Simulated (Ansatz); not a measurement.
Compare A (`CC([SiH3])(Cl)Cl`) with its isomer B (`CC(Cl)[SiH2]Cl`).

Computed with Ansatz on PBE0-D4/def2-TZVP structures; ΔE is electronic, products minus reactants. CCSD(T)/CBS adds triple-zeta CCSD(T) − MP2 to the extrapolated MP2 energy (def2 sets, frozen cores). Functionals use def2-TZVPP. B3LYP here is the variant with VWN-RPA as its local correlation; programs differ in this. Each species was taken in one conformer, which may not be the lowest.

A:

Z-matrix (Å, degrees):
```
C
C 1 1.510
H 1 1.092 2 109.8
H 1 1.092 2 109.8 3 119.9
H 1 1.092 2 110.6 3 -120.1
Si 2 1.903 1 114.9 3 -59.9
Cl 2 1.792 1 109.4 3 60.3
Cl 2 1.792 1 109.4 3 179.8
H 6 1.479 2 108.8 1 180.0
H 6 1.485 2 108.0 1 -59.4
H 6 1.485 2 108.0 1 59.4
```

B:

```xyz
11

C    -0.217    0.709   -1.231
C    -0.662   -0.150   -0.070
Cl   -1.150   -1.793   -0.634
Si    0.659   -0.529    1.211
Cl    1.333    1.244    2.021
H    -1.021    0.828   -1.961
H     0.645    0.272   -1.739
H     0.066    1.699   -0.864
H    -1.549    0.269    0.409
H     0.095   -1.349    2.305
H     1.802   -1.199    0.553
```

Which isomer does CCSD(T)/CBS put lower? Give the gap. (An estimate is asked.)

Computed: B, by 166.6 kJ/mol.

Give E(B) − E(A) in kJ/mol with CCSD(T)/def2-TZVPP, r2SCAN-D4, BLYP-D4, CCSD/def2-TZVPP, B3LYP-D4, CCSD(T)/def2-SVP, B3LYP. (Best estimate.)

Ansatz gave: CCSD(T)/def2-TZVPP -165.1, r2SCAN-D4 -168.2, BLYP-D4 -157.9, CCSD/def2-TZVPP -169.6, B3LYP-D4 -165.8, CCSD(T)/def2-SVP -155.0, B3LYP -170.0. None reverses the order clearly.

Does the order hold for the free energy at 298.15 K (harmonic terms from PBE0-D4)? (Best estimate.)

Computed: Yes: G(B) − G(A) = -158.7 kJ/mol, for one conformer each.

Largest T1 diagnostic: 0.010.

From r2SCAN to r2SCAN0 (25 % exact exchange), in def2-TZVPP and without D4, E(B) − E(A) moves by −5.3 kJ/mol. Leaving LDA and LC-ωPBE aside and taking each functional with its dispersion term where it has one, the values, not all of them listed here, spread over 17.4 kJ/mol, from BHLYP-D4 to revPBE-D4. LDA lies +6.8 kJ/mol from PBE without D4.
